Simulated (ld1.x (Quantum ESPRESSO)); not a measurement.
## u(r) = r·R(r): atom against pseudo-atom (N (Z = 7))

Columns: radius, all-electron u(r) and pseudo u(r) of the 2s shell (level -32.50 eV) of nitrogen in the configuration [He] 2s2 2p2; PW91, non-relativistic, RRKJ scheme, ld1.x (Quantum ESPRESSO) 7.5.

```csv
r (bohr),all-electron,pseudo
0.093,0.3975,-0.0455
0.185,0.3383,-0.1085
0.278,0.1125,-0.2019
0.370,-0.1456,-0.3242
0.463,-0.3848,-0.4675
0.555,-0.5788,-0.6112
0.648,-0.7276,-0.7397
0.740,-0.8297,-0.8364
0.833,-0.8931,-0.8980
0.925,-0.9231,-0.9257
1.018,-0.9273,-0.9279
1.110,-0.9119,-0.9119
1.203,-0.8816,-0.8816
1.295,-0.8417,-0.8417
1.388,-0.7947,-0.7947
1.480,-0.7442,-0.7442
1.573,-0.6914,-0.6914
1.665,-0.6388,-0.6388
1.758,-0.5867,-0.5867
1.850,-0.5369,-0.5369
1.943,-0.4889,-0.4889
2.035,-0.4441,-0.4441
2.128,-0.4018,-0.4018
2.220,-0.3630,-0.3630
2.313,-0.3268,-0.3268
2.405,-0.2940,-0.2940
```

(1) How many radial nodes do the two functions have?

(2) At about which radius was the pseudo-wave matched?

(3) Where does each function peak?

(4) Is the pseudo-wave norm-conserving?

## Answers

(1) The all-electron 2s function has n − l − 1 = 1; the pseudo-wave has 0, since the states of the same l below it are removed with the core.

(2) 1.10 bohr, where the columns begin to agree (steps of 0.09 bohr).

(3) Outermost all-electron maximum near 1.02 bohr, pseudo maximum near 1.02 bohr (to the table’s step).

(4) Yes: the RRKJ scheme keeps the norm inside the radius equal to the all-electron one, which fixes the energy derivative of the logarithmic derivative at the level.
